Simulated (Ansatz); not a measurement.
`N[Si@@H](F)O[Si@@H](N)F` + `[NH2][GeH2][NH][SiH](N)F` → `N[Si@H](F)N[Si@H](N)F` + `[NH2][GeH2][O][SiH](N)F`  (redistribution)

Calculated with Ansatz (gas phase, PBE0-D4/def2-TZVP geometries, no zero-point term in ΔE). CBS: MP2 limit from def2 TZ/QZ plus the TZ coupled-cluster correction, frozen cores. Functionals use def2-TZVPP. For Ge outer-core shells are correlated without core-valence functions, which leaves a few kJ/mol of doubt a bond. Scalar relativity is left out up to krypton. One conformer a species, not always the lowest.

| species | PBE energy (Eh) |
| --- | --- |
| `N[Si@@H](F)O[Si@@H](N)F` | -966.81395 |
| `[NH2][GeH2][NH][SiH](N)F` | -2634.93475 |
| `N[Si@H](F)N[Si@H](N)F` | -946.91061 |
| `[NH2][GeH2][O][SiH](N)F` | -2654.83222 |

Q: Work out ΔE.

A: ΔE = (-946.91061) + (-2654.83222) − (-966.81395) − (-2634.93475) = 0.00587 Eh = +15.4 kJ/mol. CCSD(T)/CBS gives +21.2 kJ/mol.

Largest T1 diagnostic among the species: 0.012.

The D4 term adds −4.4 kJ/mol with B3LYP and −2.5 kJ/mol with PBE0; it sums over pairs of atoms, weighted by their polarisabilities, and B3LYP, whose exchange is more repulsive, gets the larger term. In def2-TZVPP, CCSD(T) changes the Hartree–Fock value by −9.1 kJ/mol (the triples alone add −2.3 kJ/mol) and MP2 by −8.6 kJ/mol. From PBE to PBE0 (25 % exact exchange), in def2-TZVPP and without D4, ΔE moves by +3.4 kJ/mol.

B3LYP here is the variant with VWN-RPA as its local correlation; programs differ in this.
